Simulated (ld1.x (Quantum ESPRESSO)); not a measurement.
# Transferability test, TM potential for germanium

- Element: germanium
- Generator: ld1.x (Quantum ESPRESSO) 7.5
- Type: norm-conserving Troullier–Martins (Kleinman–Bylander form)
- Functional: LDA (PZ)
- Relativity: scalar-relativistic
- Frozen core: [Ar]
- Valence charge: 14
- Reference configuration: 3d10 4s2 4p2
- Partial waves: 4p (bound): rc 1.90 bohr; 3d (bound): rc 1.35 bohr; 4s (bound): rc 1.55 bohr
- Local potential: the s channel
- Core correction: Bessel-smoothed model core inside 0.95 bohr

Energies are relative to the spin-unpolarised reference configuration 3d10 4s2 4p2; without spin polarisation the order of configurations can differ from experiment. Spin-polarised rows fill each open shell by Hund’s rule, majority spin first. Not all tests gave a result: 1 of 9 tests not solved or not reliable.

| valence configuration | charge | ΔE all-electron (eV) | error AE − PS (meV) |
| --- | --- | --- | --- |
| 3d10 4s2 4p1 | +1 | 7.636 | -1.0 |
| 3d10 4s2 4p0 | +2 | 23.352 | -3.2 |
| 3d10 4s1 4p0 | +3 | 58.570 | -14 |
| 3d10 4s2 4p1.5 | +0.5 | 2.889 | -0.4 |
| 3d9 4s2 4p2 | +1 | 38.946 | -553 |
| 3d10 4s1 4p2 | +1 | 16.413 | -2.9 |
| 3d10 4s2 4p2 (spin-polarised) | 0 | -0.563 | +2.6 |

Task: What are ΔE and the potential's error for 3d10 4s0 4p4?

Result: ΔE = 16.359 eV all-electron; the error (AE − PS) is -8.7 meV.
